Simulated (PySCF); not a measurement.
Geometry (Å), atoms numbered from 1 in this order:
```xyz
21

C     2.775   -0.417   -0.423
C     1.736    0.434    0.286
C     0.431    0.595   -0.492
C    -0.318   -0.711   -0.737
C    -1.687   -0.422   -1.322
C    -2.461    0.442   -0.356
O    -1.763    1.616    0.036
C    -0.424    1.689    0.144
O     0.059    2.652    0.673
H     2.438   -1.454   -0.574
H     3.708   -0.462    0.159
H     3.024   -0.002   -1.413
H     1.507    0.006    1.278
H     2.134    1.441    0.479
H     0.681    1.025   -1.482
H     0.269   -1.362   -1.402
H    -0.429   -1.258    0.217
H    -1.584    0.096   -2.291
H    -2.255   -1.346   -1.510
H    -2.704   -0.132    0.556
H    -3.410    0.793   -0.786
```

Geometry: PBE0-D3(BJ)/def2-SVP; GIAO shifts from PySCF 2.14, gas phase, non-relativistic, averaged over equivalent atoms.

At HF/pcSseg-1 (213 basis functions, 30 s wall time on 1 thread of an Arm Neoverse N1, shared host):
```tsv
atoms	δ (ppm)
C8	175.9
C6	61.9
C3	37.6
C4	24.1
C5	23.3
C2	23.1
C1	13.2
O9	442.6
O7	161.2
H21	4.06
H20	3.65
H14	2.52
H16	1.70
H18	1.57
H19	1.35
H15	1.33
H10/H11/H12	0.98
H17	0.84
H13	0.80
```

Shifts are taken against calculated references (same method and geometry level): ¹³C (190.85 ppm), ¹H (31.69 ppm) against TMS; ¹⁷O (333.31 ppm) against H2O.

Q: Predict the values at PBE0/pcSseg-1 on the same geometry.

A: 
| atoms | δ at PBE0/pcSseg-1 | change |
| --- | --- | --- |
| C8 | 171.8 | -4.1 |
| C6 | 69.1 | +7.2 |
| C3 | 43.4 | +5.8 |
| C4 | 27.8 | +3.7 |
| C5 | 25.8 | +2.5 |
| C2 | 26.7 | +3.6 |
| C1 | 13.2 | +0.0 |
| O9 | 450.0 | +7.4 |
| O7 | 205.5 | +44.3 |
| H21 | 4.30 | +0.24 |
| H20 | 4.01 | +0.36 |
| H14 | 2.57 | +0.05 |
| H16 | 1.91 | +0.21 |
| H18 | 1.70 | +0.13 |
| H19 | 1.48 | +0.13 |
| H15 | 1.63 | +0.30 |
| H10/H11/H12 | 0.91 | -0.07 |
| H17 | 0.96 | +0.12 |
| H13 | 0.92 | +0.12 |

Scale: ¹³C (σ = 184.41 ppm), ¹H (σ = 31.27 ppm) vs TMS; H2O for ¹⁷O (σ = 334.56 ppm) (reference shieldings calculated alike).

The largest change is at O7 (ester alkoxy oxygen). Cost: 213 basis functions, 62 s wall time on 1 thread of an Arm Neoverse N1, shared host. The order of the carbon signals changes between the two levels.

Unscaled 17O shifts of doubly bonded oxygen tend to come out too high, by tens of ppm or more. Experimental scales use liquid or dissolved standards, which lie at an offset from isolated H2O (liquid H2O: subtract about 36 ppm).
